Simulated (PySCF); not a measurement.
## Calculated data, H8OSi3, H4NOSi2, CH4AlOSi

All values are calculated (PySCF 2.14.0). Calculation on a computer-drawn molecule: optimised geometry and harmonic frequencies of an isolated molecule of the commonest isotopes, restricted reference for singlets and unrestricted otherwise, frozen core in MP2.

Common to all runs: method HF; basis cc-pV(D+d)Z.

```yaml
- entry: 1
  formula: H8OSi3
  start_structure:
    atoms_angstrom:
      - [O, 0.533, 1.478, 0.0172]
      - [Si, -0.8746, 0.8362, 0.4355]
      - [Si, -1.7621, 0.2663, -1.6575]
      - [Si, -0.6182, -0.7782, 1.9503]
      - [H, 1.1143, 1.8318, 0.6378]
      - [H, -1.6763, 1.8655, 1.0407]
      - [H, -3.1162, -0.2679, -1.4577]
      - [H, -1.795, 1.3835, -2.5958]
      - [H, -0.8935, -0.6971, -2.3754]
      - [H, 0.0108, -0.4097, 3.2629]
      - [H, 0.1163, -1.9544, 1.4795]
      - [H, -1.9902, -1.4647, 2.4067]
  given:
    charge: 0
    multiplicity: 1
    drawn_bonds_atom: [1, 2, 2, 1, 2, 3, 3, 3, 4, 4, 4]
    drawn_bonds_other_atom: [2, 3, 4, 5, 6, 7, 8, 9, 10, 11, 12]
    drawn_bonds_order: [1, 1, 1, 1, 1, 1, 1, 1, 1, 1, 1]
  results:
    optimised_atom_element: [O, Si, Si, Si, H, H, H, H, H, H, H, H]
    "optimised_atom_x [angstrom]": [0.6581, -0.8373, -1.762, -0.6647, 1.166, -1.718, -3.111, -1.885, -0.9112, 0.03473, 0.09649, -2.018]
    "optimised_atom_y [angstrom]": [1.55, 0.9025, 0.2286, -0.8817, 1.929, 1.932, -0.3451, 1.385, -0.8071, -0.4266, -2.018, -1.359]
    "optimised_atom_z [angstrom]": [0.05941, 0.405, -1.661, 1.958, 0.7611, 1.021, -1.429, -2.581, -2.295, 3.188, 1.383, 2.335]
    "modes_frequency [cm^-1]": [91.91, 102.2, 104.5, 177.6, 179.3, 237.4, 382.5, 455.4, 465.7, 564.1, 578.5, 609.8, 790.9, 847.5, 858.5, 938.0, 974.6, 999.4, 1019, 1022, 1023, 1029, 2260, 2286, 2294, 2300, 2301, 2307, 2308, 4163]
    "modes_reduced_mass [dalton]": [1.022, 2.148, 1.401, 3.147, 3.37, 1.187, 5.111, 2.427, 1.114, 1.57, 1.257, 1.338, 1.091, 1.441, 2.485, 1.259, 1.147, 1.154, 1.035, 1.036, 1.036, 1.053, 1.039, 1.043, 1.042, 1.048, 1.032, 1.05, 1.025, 1.067]
    "rotational_constants [GHz]": [3.912, 1.855, 1.383]
    "total_energy [hartree]": -946.3621
    "convergence_status_largest_gradient_component [hartree/bohr]": 2.768e-05
- entry: 2
  formula: H4NOSi2
  start_structure:
    atoms_angstrom:
      - [O, -2.8562, -1.6325, 1.7899]
      - [Si, -1.4365, -1.5145, 1.2911]
      - ["N", -1.0536, -0.7662, -0.059]
      - [Si, -0.4983, -0.0119, -1.4843]
      - [H, -3.7357, -1.3927, 1.633]
      - [H, -0.5991, -2.1467, 2.2559]
      - [H, -0.1045, 1.3985, -1.4961]
      - [H, -0.3581, -0.7631, -2.7776]
  given:
    charge: 1
    multiplicity: 1
    drawn_bonds_atom: [1, 2, 3, 1, 2, 4, 4]
    drawn_bonds_other_atom: [2, 3, 4, 5, 6, 7, 8]
    drawn_bonds_order: [1, 2, 1, 1, 1, 1, 1]
  results:
    optimised_atom_element: [O, Si, "N", Si, H, H, H, H]
    "optimised_atom_x [angstrom]": [-2.901, -1.434, -1.036, -0.5227, -3.71, -0.4731, -0.147, -0.4184]
    "optimised_atom_y [angstrom]": [-1.64, -1.492, -0.759, -0.05711, -1.321, -2.12, 1.354, -0.7941]
    "optimised_atom_z [angstrom]": [1.841, 1.275, -0.07885, -1.41, 1.461, 2.159, -1.429, -2.666]
    "modes_frequency [cm^-1]": [127.3, 139.0, 162.6, 362.4, 484.8, 653.5, 667.0, 753.6, 771.0, 794.4, 935.4, 1056, 1091, 1516, 2425, 2455, 2504, 4126]
    "modes_reduced_mass [dalton]": [5.509, 2.406, 1.323, 4.892, 1.33, 3.983, 1.221, 1.251, 1.488, 1.186, 1.117, 1.316, 3.451, 14.21, 1.028, 1.059, 1.045, 1.069]
    "rotational_constants [GHz]": [24.01, 1.94, 1.836]
    "total_energy [hartree]": -709.3334
    "convergence_status_largest_gradient_component [hartree/bohr]": 3.518e-05
- entry: 3
  formula: CH4AlOSi
  start_structure:
    atoms_angstrom:
      - [O, -1.5655, -0.0893, 1.7136]
      - [Si, -0.6443, -1.1634, 0.8976]
      - [C, -0.3548, -1.0433, -0.8381]
      - [Al, -0.0468, -2.4807, -2.2489]
      - [H, -1.5831, -0.09, 2.7435]
      - [H, 0.0251, -2.0174, 1.8531]
      - [H, -0.9125, -0.1984, -1.3055]
      - [H, -0.7383, -3.8173, -2.7674]
  given:
    charge: 0
    multiplicity: 2
    drawn_bonds_atom: [1, 2, 3, 1, 2, 3, 4]
    drawn_bonds_other_atom: [2, 3, 4, 5, 6, 7, 8]
    drawn_bonds_order: [1, 2, 1, 1, 1, 1, 1]
  results:
    optimised_atom_element: [O, Si, C, Al, H, H, H, H]
    "optimised_atom_x [angstrom]": [-1.165, -0.8272, -0.7238, -0.3116, -1.201, -0.6182, -0.8937, -0.08031]
    "optimised_atom_y [angstrom]": [-0.07968, -1.174, -0.8742, -2.31, -0.3451, -2.495, 0.1362, -3.758]
    "optimised_atom_z [angstrom]": [1.781, 0.6224, -1.039, -2.235, 2.688, 1.229, -1.404, -1.595]
    "modes_frequency [cm^-1]": [109.3, 145.9, 288.2, 303.1, 319.9, 549.5, 595.1, 709.9, 786.3, 826.8, 901.4, 979.9, 1004, 1180, 1883, 2386, 3308, 4174]
    "modes_reduced_mass [dalton]": [7.872, 4.316, 5.777, 1.144, 1.183, 1.469, 1.375, 2.559, 1.075, 1.145, 4.57, 1.381, 1.313, 5.444, 1.043, 1.042, 1.087, 1.067]
    "rotational_constants [GHz]": [27.3, 1.875, 1.755]
    "total_energy [hartree]": -645.8875
    spin_squared: 0.7539
    "convergence_status_largest_gradient_component [hartree/bohr]": 3.216e-05
```
